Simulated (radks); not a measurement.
Hg47+, 33 electrons, occupied as [Ar] 3d10 4s2 4p3.

Method: scalar-relativistic Kohn-Sham, PBE, spin-unpolarised, spherical densities, point nucleus; computed with a radial shooting solver on a logarithmic mesh with Libxc functionals.

Energy parts (eV):
total: -491476.70
kinetic: 556855.36
electron-nucleus: -1136005.13
Hartree: 95162.75
exchange-correlation: -7489.67

Orbitals (lengths in bohr, moments of r in powers of bohr; r(max) is where P^2 peaks; r(90%) holds 90 % of the orbital's charge):
orbital  occ.  eigenvalue (eV)   r(max)  r(90%)
1s          2        -85621.08  0.01022  0.0303
2s          2        -17153.23  0.05909   0.108
2p          6        -15124.95  0.04902   0.103
3s          2        -5804.161   0.1654   0.260
3p          6        -5214.674   0.1647   0.266
3d         10        -4617.393   0.1336   0.248
4s          2        -2777.101   0.3506   0.501
4p          3        -2555.308   0.3616   0.521

The highest occupied level is 4p at -2555.3 eV. Summed over all electrons, <r^2> = 1.373 bohr^2, which gives a Langevin (diamagnetic) susceptibility term of -1.09 x 10^-6 cm^3/mol.
